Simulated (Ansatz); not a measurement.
Spin states of H3O3Re (SMILES [OH][Re]([OH])[OH]), each relaxed at B3LYP-D3(BJ)/def2-TZVP; lowest solutions found, singlets restricted, no spin–orbit coupling, no relativity up to Kr.
Multiplicity 3 (charge 0, multiplicity 3):
```xyz
7

Re     0.0538    -0.0717    -0.1034
O     -1.2182    -1.4123    -0.3695
H     -2.0539    -1.2924     0.1075
O      0.1682     1.3738    -1.2798
H     -0.3341     2.1615    -1.0197
O      1.2264    -0.1818     1.3460
H      2.0557    -0.6527     1.1696
```
Multiplicity 1 (charge 0, multiplicity 1):
```xyz
7

Re    -0.07430     0.11719    -0.11184
O     -1.10906    -1.40977    -0.30473
H     -1.73295    -1.56516     0.42663
O      0.14402     1.74086    -0.89773
H     -0.18594     2.27991    -1.62054
O      1.05556    -0.33915     1.32003
H      1.80067    -0.89948     1.03898
```

Run with Ansatz (an electronic-structure program) with Gaussian orbitals. Each number belongs to the level named beside it. In def2 rows elements past Kr take small-core potentials, without spin–orbit coupling.

The energy of multiplicity 1 less that of multiplicity 3 (kcal/mol) and the share of exact exchange:

```
functional          exact exchange (%)  value
------------------  ------------------  -----
PBE/def2-TZVPP                       0  19.39
PBE0/def2-TZVPP                     25  22.63
BLYP/def2-TZVPP                      0  17.32
B3LYP/def2-TZVPP                    20  19.37
BHLYP/def2-TZVPP                    50  22.80
r2SCAN/def2-TZVPP                    0  25.08
r2SCANh/def2-TZVPP                  10  25.99
```

Take the value as linear in the share of exact exchange along PBE and PBE0. Give the slope, say whether the sign turns, and set the other functionals against that line.


Slope: (22.63 − (19.39))/2.5 = 1.29 kcal/mol for each 10 %. The line keeps its sign from 0 to 100 %. At 50 % it gives 25.9 kcal/mol. The LYP pair gives (22.80 − (17.32))/5 = 1.10 for each 10 %. BHLYP, at 50 %, lies -3.1 from the PBE line. B3LYP, at 20 %, lies -2.6 from the PBE line. r2SCAN, with none, stands 5.7 from PBE. The r2SCAN pair gives 0.91 for 10 %.
